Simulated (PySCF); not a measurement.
Ta: ionisation energy

Ta [Xe] 4f14 5d3 6s2 (4F) → Ta⁺ [Xe] 4f14 5d3 6s1 (5F), as a difference of total energies. All numbers are calculated (PySCF 2.14, scalar relativity through the core potential, in def2-TZVPPD with the def2 core potential (60 electrons) (6s5p3d2f1g, 59 functions)). Correlated levels: valence: 5s2 5p6 frozen. The calculations carry no spin-orbit coupling.

```tsv
method	ionisation energy (eV)	error (eV)
UHF	5.723	-1.850
MP2 (valence)	6.864	-0.709
SCS-MP2 (valence)	7.092	-0.481
CCSD (valence)	7.068	-0.505
CCSD(T) (valence)	7.178	-0.395
```

Reference: 7.573 eV (measured; NIST levels, between the centres of gravity of the two terms).

Errors of the correlated levels include the incompleteness of this basis and the frozen core.
